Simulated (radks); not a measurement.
Values are calculated unless marked as measured or tabulated.
Task: Ga2+, 29 electrons, occupied as [Ar] 3d8 4s1 4d2 (not the ground configuration). Level of theory: Dirac Kohn-Sham, exchange-only B88, spin-unpolarised, spherical densities, finite nucleus; open shells are shared between the two j in proportion to 2j + 1; Fermi nuclear charge, rms radius 3.9973 fm (a radial shooting solver on a logarithmic mesh with Libxc functionals). Some entries of the table are withheld. Estimate them.

orbital,occ.,eigenvalue (hartree),r(max) (bohr)
1s1/2,2,-377.7821,0.03178
2s1/2,2,(1),(2)
2p1/2,2,-42.95032,0.1444
2p3/2,4,-41.93353,0.1473
3s1/2,2,(3),0.5613
3p1/2,2,-5.44716,0.5565
3p3/2,4,-5.30757,0.5645
3d3/2,3.2,-2.38440,0.5160
3d5/2,4.8,-2.36462,0.5185
4s1/2,1,-1.31684,(4)
4d3/2,0.8,-0.44685,2.666
4d5/2,1.2,-0.44565,2.675

Result: 
(1) 2s1/2 eigenvalue (hartree): -48.26751
(2) 2s1/2 r(max) (bohr): 0.1825
(3) 3s1/2 eigenvalue (hartree): -7.17687
(4) 4s1/2 r(max) (bohr): 1.613
